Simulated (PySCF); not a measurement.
Ligands exchanged one at a time, Al I-H. All species are isolated molecules in the gas phase. Strings in code marks are SMILES.

All values below come from PBE-D3(BJ)/def2-TZVP // B3LYP-D3(BJ)/def2-TZVP (PySCF 2.14.0). Excitations are Tamm–Dancoff values on a coarser integration grid. The basis has no diffuse functions, so Rydberg states are missing or too high.

```
species                                   S1 excitation (TDA) (eV)  dipole moment (D)  HOMO–LUMO gap (eV)  LUMO (eV)
----------------------------------------  ------------------------  -----------------  ------------------  ---------
0 of 3 I replaced by H                                        4.00               0.00                3.87      -2.74
1 of 3 I replaced by H (`[AlH]([I])[I]`)                         ?               0.48                4.04      -2.63
2 of 3 I replaced by H (`[AlH2][I]`)                          3.96               0.89                   ?      -2.63
3 of 3 I replaced by H (`[AlH3]`)                                –                  ?                4.78      -2.52
```

Q: Fill in the missing entries.

A: 
- 1 of 3 I replaced by H (`[AlH]([I])[I]`), S1 excitation (TDA) (eV): 4.08
- 2 of 3 I replaced by H (`[AlH2][I]`), HOMO–LUMO gap (eV): 3.92
- 3 of 3 I replaced by H (`[AlH3]`), dipole moment (D): 0.00
